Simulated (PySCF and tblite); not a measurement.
Values are calculated unless marked as measured or tabulated.
# Dynamics report: pyramidal inversion

System: ClGeH₄P₂ (charge -1), numbered as in [PH2:1][Ge-:2]([PH2:3])[Cl:4].

Motion: pyramidal inversion at Ge2. The path came from a restrained scan, a climbing-image band and a saddle search at GFN2-xTB; energies are BHandHLYP/pcSseg-1 + D3(BJ)//B3LYP-D3(BJ)/def2-SVP, thermal terms GFN2-xTB. Rate constants are transition-state-theory values, counting equivalent paths, without tunnelling. Programs: tblite and PySCF.

| point | symmetry | E(GFN2) kcal/mol | E(DFT) kcal/mol | ZPE change kcal/mol | lowest mode cm⁻¹ |
| --- | --- | --- | --- | --- | --- |
| start | Cs | 0.0 | 0.0 | 0.00 | 69 |
| saddle | C1 | 24.8 | 31.5 | -0.94 | 117i |
| end | Cs | 1.8 | -1.3 | 0.03 | 81 |

- Electronic barrier: 31.5 kcal/mol
- Barrier with zero-point energy: 30.5 kcal/mol
- ΔH‡ (298 K): 30.4 kcal/mol
- ΔS‡ (298 K, symmetry apart): -0.3 cal/(mol K)
- Paths: 2 equivalent paths
- End point: a different minimum
- Mean lifetime of the start against this motion at 298 K: 60 years
- Cost: 2.7 min on 1 thread of Arm Neoverse V2, shared host (rough), peak memory 0.77 GiB, launched as `OMP_NUM_THREADS=1 python ens_run.py task.json out`

| T/K | ΔG‡ kcal/mol | k s⁻¹ | ΔG kcal/mol | k back s⁻¹ |
| --- | --- | --- | --- | --- |
| 150 | 30.5 | 2.1×10⁻³² | -1.3 | 2.6×10⁻³⁴ |
| 200 | 30.5 | 3.7×10⁻²¹ | -1.3 | 1.3×10⁻²² |
| 250 | 30.5 | 2.2×10⁻¹⁴ | -1.4 | 1.4×10⁻¹⁵ |
| 298 | 30.5 | 5.3×10⁻¹⁰ | -1.4 | 5.1×10⁻¹¹ |
| 350 | 30.5 | 1.3×10⁻⁶ | -1.4 | 1.6×10⁻⁷ |
| 400 | 30.5 | 0.00034 | -1.5 | 5.4×10⁻⁵ |
| 500 | 30.6 | 0.89 | -1.6 | 0.18 |

ΔG and ΔG‡ leave out symmetry numbers and mirror images; rates count paths: 2 out, 2 back.

The ion is treated without a counter-ion. Spin–orbit effects of heavy atoms on shieldings are missing.
